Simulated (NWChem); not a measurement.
System: Si₂H₅OF; SMILES O[SiH2][SiH2]F

The following NWChem deck was run.

```
start job
memory heap 200 mb stack 900 mb global 1100 mb
geometry units angstroms noautoz
  O      0.837062     1.995158    -0.385413
  Si    -0.407019     1.127029     0.322123
  Si    -0.451254    -1.155892    -0.251649
  F      0.806325    -1.944551     0.415718
  H      1.734910     1.766825    -0.107010
  H     -1.656910     1.743134    -0.194932
  H     -0.398589     1.253580     1.812091
  H     -1.710760    -1.773190     0.256213
  H     -0.388292    -1.358587    -1.726740
end
basis spherical
  O library def2-svp
  Si library def2-svp
  F library def2-svp
  H library def2-svp
end
dft
  xc becke88 lyp
  iterations 150
  mulliken
end
task dft energy
```

The geometry was optimised at B3LYP/6-31G* (spherical d).

Problem. Predict the main results of this run. (BLYP/def2-SVP.) Quantities: energy (Ha); highest occupied level (eV); orbital gap (eV); dipole (D).

Solution. The energy (Ha) comes out as -756.77. The highest occupied level (eV) is -6.33 and the orbital gap (eV) comes out as 5.11. The dipole (D) comes out as 0.44.
